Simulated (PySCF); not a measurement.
# HBr⁺ at UHF-SCS-MP2

Level: UHF-SCS-MP2. PySCF, scalar-relativistic core potentials, basis sets H cc-pVTZ, Br cc-pVTZ-PP with ECP10.

```
state                          : ²Π (doublet), unpaired electrons π ↑
bond length                    : 1.438 Å
harmonic wavenumber            : 2530 cm⁻¹
force constant                 : 3.75 mdyn/Å
rotational constant Be         : 8.194 cm⁻¹
anharmonicity ωexe             : 45.0 cm⁻¹
vibration–rotation constant αe : 0.238 cm⁻¹
well depth De to H + Br⁺       : 90.7 kcal/mol
dissociation energy D0         : 87.1 kcal/mol
```

Correlated steps freeze 4 core orbitals. Spin–orbit coupling is left out. For an ion De counts to the pair picked by the measured ionisation energies or electron affinities, which need not be the lowest pair at this level. The state was picked by a PBE0 search and need not be the measured ground state.
